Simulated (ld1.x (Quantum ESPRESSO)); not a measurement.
## palladium, TM: configuration errors across variants

```json
{"Element": "Pd (Z = 46)", "Generator": "ld1.x (Quantum ESPRESSO) 7.5", "Type": "norm-conserving Troullier–Martins (Kleinman–Bylander form)", "Functional": "LDA (PZ)", "Relativity": "scalar-relativistic", "Frozen core": "[Ar] 3d10 4s2", "Valence charge": "16", "Reference configuration": "4p6 4d10 5s0 5p0", "Partial waves": "5s (bound, empty): rc 2.25 bohr; 4p (bound): rc 1.30 bohr; 4d (bound): rc 1.40 bohr", "Local potential": "all-electron potential smoothed inside 1.00 bohr (lloc = -1)", "Core correction": "none"}
```

All-electron excitation energies from the reference (eV): (1) 4p6 4d9 5s0 5p0 9.389; (2) 4p6 4d8 5s0 5p0 30.470; (3) 4p6 4d7 5s0 5p0 65.065; (4) 4p6 4d9 5s0 5p1 5.318; (5) 4p5 4d10 5s0 5p0 57.340; (6) 4p6 4d9 5s0 5p0 spin 9.244; (7) 4p6 4d8 5s0 5p0 spin 29.835.

Spin tests fill each open shell by Hund’s rule, majority spin first.

Tests that are not counted but printed errors over 1 eV. “base”: 4p6 4d8 5s1 5p0 (solver errors, printed error -3.8 eV); 4p6 4d9 5s1 5p0 (solver errors, printed error -3.3 eV). “local potential all-electron potential smoothed inside 1.22 bohr (lloc = -1)”: 4p6 4d8 5s1 5p0 (solver errors, printed error -2139 eV). “wave 4p (bound): rc 1.30 bohr becomes 4p (bound): rc 1.00 bohr”: 4p6 4d8 5s1 5p0 (solver errors, printed error -3.8 eV); 4p6 4d9 5s1 5p0 (solver errors, printed error -3.3 eV). “wave 4d (bound): rc 1.40 bohr becomes 4d (bound): rc 1.30 bohr”: 4p6 4d8 5s1 5p0 (solver errors, printed error -3.8 eV); 4p6 4d9 5s1 5p0 (solver errors, printed error -3.3 eV). “core correction a·sin(br)/r model core inside 0.68 bohr”: 4p6 4d8 5s1 5p0 (solver errors, printed error -3.9 eV); 4p6 4d9 5s1 5p0 (solver errors, printed error -3.3 eV).

4 further variants failed, have other tests or another functional or relativity, and are left out.

A true bound ghost makes a file unfit for plane-wave use even where its test errors are small: the radial tests pick states by their node count and pass the ghost by. Where a test does run into it, the solver fails or the error is huge.

Errors AE − PS in meV (a dash: test not solved or not reliable):

```csv
change,(1),(2),(3),(4),(5),(6),(7),bound ghosts
base,+0.8,+1.5,+0.2,+41,-45,+24,+110,s
local potential all-electron potential smoothed inside 1.22 bohr (lloc = -1),+0.6,+0.1,-4.9,+25,-47,+24,+108,s
wave 4p (bound): rc 1.30 bohr becomes 4p (bound): rc 1.00 bohr,+0.8,+1.2,-1.8,+28,-37,+24,+108,s
wave 4d (bound): rc 1.40 bohr becomes 4d (bound): rc 1.30 bohr,+0.9,+1.9,+1.1,+41,-43,+24,+110,s
local potential the s channel,-46,-265,-739,-537,-234,-24,-162,none
core correction a·sin(br)/r model core inside 0.68 bohr,-0.9,-9.4,-36,+40,-51,+3.3,+10,s
```

(1) Give the same row for: wave 5s (bound): rc 2.25 bohr becomes 5s (bound): rc 1.54 bohr.

Results:

(1) +0.8, +1.6, +0.5, +41, -45, +24, +110; bound ghosts: s.
